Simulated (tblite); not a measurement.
C₆H₁₄Si.
Numbering: `[CH2:1]=[CH:2][SiH2:3][C@@H:4]([CH3:5])[CH2:6][CH3:7]` (hydrogens: H8, H9 on C1; H10 on C2; H11, H12 on Si3; H13 on C4; H14, H15, H16 on C5; H17, H18 on C6; H19, H20, H21 on C7)

Geometry (GFN2-xTB, Å), atoms numbered from 1 in this order:
```
atom  x, y, z in Å
C1     2.6716   -1.7330   -0.5678
C2     2.1093   -0.8141    0.2006
Si3    1.1800    0.6931   -0.4411
C4    -0.3968    0.9591    0.6097
C5    -1.3092    1.9978   -0.0380
C6    -1.1532   -0.3334    0.9356
C7    -1.6118   -1.1183   -0.2866
H8     3.2055   -2.5837   -0.1706
H9     2.6222   -1.6741   -1.6432
H10    2.1969   -0.9273    1.2754
H11    2.0285    1.8876   -0.2957
H12    0.8564    0.5188   -1.8625
H13   -0.0768    1.3766    1.5728
H14   -2.1977    2.1678    0.5702
H15   -0.7851    2.9447   -0.1485
H16   -1.6292    1.6784   -1.0264
H17   -2.0285   -0.0870    1.5453
H18   -0.5067   -0.9756    1.5394
H19   -2.1378   -2.0194    0.0239
H20   -2.2879   -0.5277   -0.8992
H21   -0.7585   -1.4132   -0.8938
```

Computed with GFN2-xTB (tblite): harmonic, unscaled wavenumbers at the GFN2-xTB geometry, gas phase. Against measured fundamentals such values can be off by several per cent, at times by over 20. Modes of hydrogen on silicon can be 10 to 20 % off. One conformer, not necessarily the lowest.

Harmonic wavenumbers (cm⁻¹): 33.0, 50.6, 89.1, 125.1, 212.3, 222.7, 254.4, 272.5, 299.6, 346.4, 424.2, 469.2, 554.6, 589.1, 662.3, 697.7, 745.7, 796.0, 817.6, 900.6, 919.3, 1000.9, 1007.8, 1019.7, 1031.4, 1034.6, 1061.9, 1160.6, 1165.5, 1247.8, 1275.7, 1288.3, 1312.2, 1358.2, 1413.8, 1419.1, 1423.0, 1495.2, 1502.2, 1504.6, 1512.4, 1519.8, 1671.2, 2183.1, 2217.4, 2901.2, 2938.1, 2967.5, 2998.9, 3020.7, 3023.6, 3026.3, 3029.6, 3038.5, 3045.0, 3069.3, 3100.1.

A = 2967, B = 1368, C = 1085 MHz; mass 114.086 u (most abundant isotopes); point group C1, symmetry number 1.

**Question.** Zero-point energy?

**Answer.** ½Σν̃ = 39234 cm⁻¹ = 469.34 kJ/mol.

**Question.** Give the ideal-gas entropy at 298.15 K and 1 bar in the rigid-rotor, harmonic-oscillator model (classical rotation).

**Answer.** Translation 167.93, rotation 120.00, vibration 134.08: S = 422.0 J/(mol K).

**Question.** And Cp and H(298.15 K) − H(0)?

**Answer.** Cp = 166.72 J/(mol K), of which vibrations give 133.46 (their classical limit is 57 R = 473.9); H(298.15 K) − H(0) = 30.30 kJ/mol without the zero-point energy, 20.38 from vibrations.

**Question.** Which modes carry the vibrational entropy at 298.15 K?

**Answer.** 33.0 cm⁻¹: 23.60; 50.6 cm⁻¹: 20.06; 89.1 cm⁻¹: 15.40; 125.1 cm⁻¹: 12.64; 212.3 cm⁻¹: 8.47; 222.7 cm⁻¹: 8.10 J/(mol K); the other 51 give 45.82 together.

**Question.** What must be added to the electronic energy to get the Gibbs energy at 298.15 K and 1 bar?

**Answer.** ZPE + [H(298.15 K) − H(0)] − T·S = 469.34 + 30.30 − 125.82 = 373.82 kJ/mol.

**Question.** How do the functions run with temperature in this model?

**Answer.** 
| T (K) | S (J/(mol K)) | Cp (J/(mol K)) | H − H(0) (kJ/mol) | G − H(0) (kJ/mol) | ln q(vib) |
| --- | --- | --- | --- | --- | --- |
| 50 | 247.3 | 57.9 | 2.24 | -10.13 | 0.87 |
| 100 | 294.8 | 81.6 | 5.73 | -23.75 | 2.30 |
| 373.15 | 463.0 | 199.4 | 44.04 | -128.72 | 9.96 |
| 500 | 528.4 | 248.8 | 72.56 | -191.65 | 13.40 |
| 750 | 644.0 | 321.3 | 144.43 | -338.57 | 19.97 |
| 1000 | 743.6 | 370.6 | 231.30 | -512.32 | 26.15 |

q(vib) and H(0) count from the zero-point level.

**Question.** Blend soft modes into free rotors: weight 1/[1 + (100 cm⁻¹/ν̃)⁴] for the oscillator and the rest for a rotor with moment μB/(μ + B), μ = h/(8π²ν), B = 10⁻⁴⁴ kg m². What vibrational entropy results?

**Answer.** 120.00 J/(mol K) in place of 134.08, which changes −T·S at 298.15 K by +4.20 kJ/mol.

Hindered rotation and anharmonicity are outside this model. Other conformers, if any are populated, would add a mixing term that is left out. The structure is chiral; the term R ln 2 for an equal mix with its mirror image is left out.

On one thread, Arm Neoverse V1 (aarch64), no GPU (shared host), this took 0.82 s of wall time. This covers the Hessian and the dipole derivatives.
